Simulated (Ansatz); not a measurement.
`NB(N)Br` + H₂ → `NBBr` + NH₃ at 700 K and 1 bar (hydrogenolysis of a B–N bond).

Gas-phase electronic energies from Ansatz, PBE0-D4/def2-TZVP geometries. CCSD(T)/CBS adds triple-zeta CCSD(T) − MP2 to the extrapolated MP2 energy (def2 sets, frozen cores). This one scheme is used for every species. For Br outer-core shells are correlated without core-valence functions, which leaves a few kJ/mol of doubt a bond. Scalar relativity is left out up to krypton. Each species was taken in one conformer, which may not be the lowest.

```csv
species,CCSD(T)/CBS energy (Eh),H − E (kJ/mol),S (J/(mol·K))
`NB(N)Br`,-2710.06092,215.2,398.4
H₂,-1.17544,46.8,155.3
`NBBr`,-2654.70322,151.4,344.2
NH₃,-56.50880,116.9,226.5
```

H − E and S are ideal-gas, rigid-rotor, harmonic terms from PBE0-D4/def2-TZVP, for one conformer and one mirror image of each species. The MP2-based limit puts H₂ 0.8 mEh under its directly extrapolated value; such offsets cancel only in part. 1 Eh = 2625.50 kJ/mol, R = 8.31446 J/(mol·K).

Q: By hand: ΔE, ΔH, ΔS and ΔG.

A: ΔE = (-2654.70322) + (-56.50880) − (-2710.06092) − (-1.17544) = 0.02434 Eh = 63.9 kJ/mol. Δ(H − E) = 151.4 + 116.9 − 215.2 − 46.8 = 6.3, so ΔH = 70.2 kJ/mol. ΔS = 344.2 + 226.5 − 398.4 − 155.3 = 17.0 J/(mol·K). ΔG = 70.2 − 700 × (17.0)/1000 = 58.3 kJ/mol.

Q: By hand: the equilibrium constant, and the temperature at which ΔG would vanish if ΔH and ΔS stayed fixed.

A: log₁₀ K = −ΔG/(RT ln 10) = -4.4. ΔG = 0 at ΔH/ΔS = 4129 K, far beyond where these terms or the molecules hold.

ΔH outweighs TΔS. A doubt of 5 kJ/mol in ΔE shifts log₁₀ K by 0.4 here. Other conformers and mirror images would add mixing entropy, several J/(mol·K) or more a flexible species. These are equilibria of isolated gas molecules and say nothing of rates. Largest T1 diagnostic: 0.010 (customary marks: 0.02 for closed shells, 0.045 for open ones).
